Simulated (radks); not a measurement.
Values are calculated unless marked as measured or tabulated.
Problem. The table gives one normalised radial function P(r) = r R(r) (large component) of Ni25+ in [He] 2s1 (r in bohr). Code: a radial shooting solver on a logarithmic mesh with Libxc functionals. Model: Dirac Kohn-Sham, BLYP, spin-unpolarised, spherical densities, finite nucleus; Fermi nuclear charge, rms radius 3.7757 fm.

r,P
0.005138,0.0245
0.005656,0.0289
0.006225,0.0341
0.006853,0.0403
0.007543,0.0477
0.008237,0.0556
0.009067,0.0657
0.009981,0.0777
0.01099,0.0917
0.01209,0.1083
0.01331,0.1278
0.01465,0.1506
0.01613,0.1772
0.01775,0.2082
0.01954,0.2443
0.02151,0.2860
0.02368,0.3341
0.02607,0.3893
0.02869,0.4523
0.03158,0.5238
0.03477,0.6044
0.03827,0.6946
0.04212,0.7948
0.04637,0.9048
0.05104,1.0245
0.05618,1.1530
0.06185,1.2891
0.06808,1.4305
0.07494,1.5747
0.08249,1.7180
0.0908,1.8559
0.09995,1.9833
0.11,2.0944
0.1211,2.1828
0.1333,2.2425
0.1467,2.2675
0.1615,2.2531
0.1764,2.2024
0.1942,2.1051
0.2137,1.9657
0.2352,1.7889
0.259,1.5826
0.285,1.3572
0.3138,1.1247
0.3454,0.8977
0.3802,0.6875
0.4185,0.5031
0.4606,0.3505
0.5071,0.2313
0.5582,0.1440
0.6144,0.0841
0.6763,0.0458
0.7444,0.0229

Which n and l does it have? It may be an empty orbital.

Solution. n = 2, l = 1: the number of nodes gives n - l - 1 = 0, the rise at small r points to l (for j = l - 1/2 the large component starts outside the nucleus as r^gamma with gamma = sqrt(l^2 - (Z/c)^2) = 0.98 and the r^(l+1) term takes over further out; the orbital of l - 1 with the same j starts with the same power, but with a larger coefficient, and does not steepen), and the extent must fit the shell. The curve is that of 2p1/2; the two j differ most near the nucleus, where j = l - 1/2 has the larger amplitude, and in heavy atoms j = l - 1/2 is also the more compact. 2p1/2 (empty): eigenvalue -2297.0 eV, 0 radial nodes, <r> = 0.187 bohr, 90 % of the charge inside 0.301 bohr.
